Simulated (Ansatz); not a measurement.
Saddle point of Si2H4F2, closed shell (SiF₂ + SiH₄ → Si₂H₄F₂ ([F][SiH]([F])[SiH3]); bonds formed: Si1–H4, Si1–Si5; bonds broken: H4–Si5), PBE0-D4/def2-TZVP structure:

Si1  (-0.863, -0.697, -0.722)
F2  (-0.171, -1.913, -1.492)
F3  (-1.695, 0.077, -1.846)
H4  (0.532, 0.339, -0.812)
Si5  (0.378, 0.448, 0.907)
H6  (-0.556, 0.645, 2.055)
H7  (1.055, 1.767, 0.745)
H8  (1.320, -0.665, 1.164)
(Å)

Energies are electronic, without zero-point energy. Barriers and step energies count from the start structure reached by relaxing down the imaginary mode; all methods use the PBE0-D4 structures, on which another method's saddle can fall below an end. Ansatz 0.2.0; basis: def2-TZVPP, with def2-QZVPP for the basis limit; cores frozen in the correlated methods. B3LYP uses VWN-RPA correlation. Extrapolation: Hartree–Fock as exp(−7.88 √X), correlation as X^−2.97.

| method | barrier (kJ/mol) | step energy (kJ/mol) |
| --- | --- | --- |
| SPW92 | 76.7 | -132.1 |
| PBE-D4 | 93.5 | -121.1 |
| BLYP-D4 | 121.3 | -101.6 |
| r2SCAN-D4 | 90.1 | -139.7 |
| B97M-V | 94.9 | -127.2 |
| PBE0-D4 | 96.4 | -135.7 |
| B3LYP-D4 | ? | -115.6 |
| r2SCAN0-D4 | 95.6 | -145.0 |
| BHLYP-D4 | ? | -130.4 |
| CAM-B3LYP-D4 | 126.5 | -121.2 |
| wB97X-V | ? | -132.5 |
| wB97M-V | 125.8 | -107.7 |
| B2PLYP | 124.7 | -120.1 |
| PBE-QIDH | 105.2 | -143.0 |
| RPA on PBE | 123.2 | -111.5 |
| HF | 154.1 | -133.8 |
| MP2 | 121.8 | -129.6 |
| CCSD | 126.5 | -123.8 |
| CCSD(T) | 121.3 | -122.4 |

Task: Fill in the withheld barriers. (Judge from chemistry; the value comes from the calculation.)

Result: The calculation gives: BHLYP-D4 125.9; B3LYP-D4 121.0; wB97X-V 116.1 kJ/mol. Each is the energy of the saddle less that of the start structure, by the same method.

For comparison, the barrier by CCSD(T) at an estimated basis limit (MP2 extrapolated from triple and quadruple zeta, plus CCSD(T) − MP2 in triple zeta) is 115.8 kJ/mol.

No T1 diagnostic of these runs exceeds 0.014. The restricted Hartree–Fock reference is unstable towards an unrestricted one at one or more of these structures.

Losses and insertions of silylenes and their heavier kin drive the gas-phase chemistry of silicon and germanium vapour deposition.

Labels in which every atom is bracketed show which atoms are joined, not bond orders.

For scale, one of the runs: CCSD(T)/def2-TZVPP, 202 basis functions, launched by `ansatz run in.yaml --threads 4 --pin off --events-out ev --progress --plain --max-ram 9574MiB`. The run took 66 s on 4 CPU threads of an Intel Xeon (shared host), with 2.5 GiB of host memory at its peak.
